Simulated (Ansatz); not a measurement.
`CC(C)[O][Ge][O]C(C)C` + `CC(C)[SiH]` → `CC(C)[Si]C(C)C` + `CC(C)[O][Ge][OH]`  (formal exchange of groups at a C–O bond)

Calculated with Ansatz (gas phase, PBE0-D4/def2-TZVP geometries, no zero-point term in ΔE). CCSD(T)/CBS adds triple-zeta CCSD(T) − MP2 to the extrapolated MP2 energy (def2 sets, frozen cores). For Ge outer-core shells are correlated without core-valence functions, which leaves a few kJ/mol of doubt a bond. Scalar relativity is left out up to krypton. One conformer a species, not always the lowest.

```tsv
species	CCSD(T)/CBS(def2) energy (Eh)
`CC(C)[O][Ge][O]C(C)C`	-2463.26331
`CC(C)[SiH]`	-407.98328
`CC(C)[Si]C(C)C`	-525.77678
`CC(C)[O][Ge][OH]`	-2345.48805
```

Problem. Work out ΔE.

Solution. ΔE = (-525.77678) + (-2345.48805) − (-2463.26331) − (-407.98328) = -0.01824 Eh = -11.4 kcal/mol.

Largest T1 diagnostic among the species: 0.014.

The D4 term adds −1.1 kcal/mol with B3LYP and −0.5 kcal/mol with PBE0; it sums over pairs of atoms, weighted by their polarisabilities, and B3LYP, whose exchange is more repulsive, gets the larger term. In def2-TZVPP, CCSD(T) changes the Hartree–Fock value by −1.0 kcal/mol (the triples alone add +0.3 kcal/mol) and MP2 by −1.9 kcal/mol.

B3LYP here is the variant with VWN-RPA as its local correlation; programs differ in this.
